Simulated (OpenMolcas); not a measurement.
**Ti2+ in KZnF3: curves along the breathing mode**

Ti2+ with its 6 nearest fluoride ions, on the Zn site of KZnF3 (a = 4.054 Å, distance in the model lattice 2.027 Å). The rest of the host is ab initio model potentials to 7.6 Å, with orthogonalisation functions on the cations behind the ligands, and point charges beyond; the distance is set by hand and nothing relaxes. Ligand basis ANO-RCC-VDZP.

| Property | Result |
| --- | --- |
| Program | OpenMolcas 26.06 |
| Method | CASSCF |
| Basis | ANO-RCC-VDZP [5s4p2d1f] |
| Scalar Hamiltonian | DKH2, point nucleus |
| Active space | 2 electrons in 5 orbitals (3d) |
| State averaging | 2S+1 = 3 even, 10 roots; 2S+1 = 1 even, 15 roots |
| Spin-orbit coupling | RASSI with atomic mean-field integrals over the reference wave functions |

Spin-free energies (labels of O, the rotations of Oh) in cm-1 above the lowest fitted minimum, as all ligands move together:

```
R (Å)    3T1    3T2    1T2     1E  3T1(2)    1A1    3A2
 1.98   4350  20870  16220  16280   32350  29510  39470
2.027    940  15590  12840  12950   27180  25820  32210
2.073     10  13050  11950  12100   24730  24600  27940
 2.12   1370  12960  13350  13540   24740  25650  26270
2.167   5020  15320  17020  17260   27190  28960  27230
2.213  10820  20020  22850  23140   31980  34430  30710
 2.26  19190  27390  31220  31560   39430  42440  36970
```

Cubic fits give the following; the wavenumber is harmonic, with the mass of all moving ligands, small differences in it between states hang on the degree of the fit, a number in brackets counts states of one label, and the table is a selection of at most 14 states with clean curves.

| State | R0 (Å) | Breathing mode (cm-1) | Minimum (cm-1) |
| --- | --- | --- | --- |
| 3T1 | 2.070 | 562 | 0 |
| 3T2 | 2.099 | 583 | 12660 |
| 1T2 | 2.069 | 561 | 11940 |
| 1E | 2.068 | 562 | 12080 |
| 3T1(2) | 2.097 | 582 | 24390 |
| 1A1 | 2.076 | 559 | 24590 |
| 3A2 | 2.126 | 600 | 26210 |
| 1T2(2) | 2.097 | 583 | 26810 |
| 1T1 | 2.098 | 582 | 29510 |
| 1E(2) | 2.126 | 600 | 40650 |
| 1A1(2) | 2.119 | 601 | 59250 |

The minimum of 3T2 is shifted by +0.0288 Å against 3T1 (from the unrounded fits). With M = 114.0 u for the moving shell, the Huang-Rhys factor in this mode is S = M ω ΔR² / 2ħ = 0.01483 × 114.0 × 562 × 0.0288² = 0.79. Only the first shell moves, against a rigid host.

An orbital triplet at a regular site is open to Jahn-Teller coupling, which can distort the site and quench the lowest spin-orbit gaps and is left out. Without dynamic correlation the repulsion within the d shell is too large (B by tens of per cent), so at a given field states of lower spin stand too high. Ligand-to-metal charge-transfer states are missing. With no ligand orbital active B as a rule stays too high, so bands that hang on it stand too high and its fall with covalency is understated. With metal d orbitals alone and no dynamic correlation 10Dq can be off by a tenth to a fifth, either way, in oxide and fluoride hosts. No measured value stands beside these numbers.
